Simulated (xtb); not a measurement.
C7H4N, doublet, at a GFN2-xTB geometry. Base run: GFN2-xTB (xtb 6.7.1).

Input for xtb:
```
$ xtb mol.xyz --gfn 2 --uhf 1 --json

# file mol.xyz
12

N      3.17161584    -0.32058336    -0.09112734
C      2.02950360    -0.23243974    -0.06085103
C      0.62199741    -0.10786394    -0.02205593
C     -0.22163100    -1.18722200    -0.10613369
C     -1.57930220    -1.11218581    -0.07290941
C     -2.15218890     0.15357020     0.05588740
C     -1.34127443     1.27418791     0.14443493
C      0.03379504     1.16233144     0.10744984
H     -2.20067645    -1.99167621    -0.14269485
H     -3.22755651     0.25063167     0.08570286
H     -1.79072936     2.25154594     0.24402307
H      0.67225428     2.03131384     0.17592770
```

Variants of this job, named by their change:

```json
[
 {"change": "base", "ΔE vs base (mEh)": "0.000", "dipole (D)": "4.76", "SCF cycles": "12"},
 {"change": "file = coord", "ΔE vs base (mEh)": "0.000", "dipole (D)": "4.76", "SCF cycles": "12"},
 {"change": "alpb = benzene", "ΔE vs base (mEh)": "-11.919", "dipole (D)": "5.26", "SCF cycles": "12"},
 {"change": "acc = 30", "ΔE vs base (mEh)": "0.001", "dipole (D)": "4.76", "SCF cycles": "8"}
]
```

ALPB and GBSA are two models with their own fitted parameters for each solvent, which aren't always the measured dielectric constant.
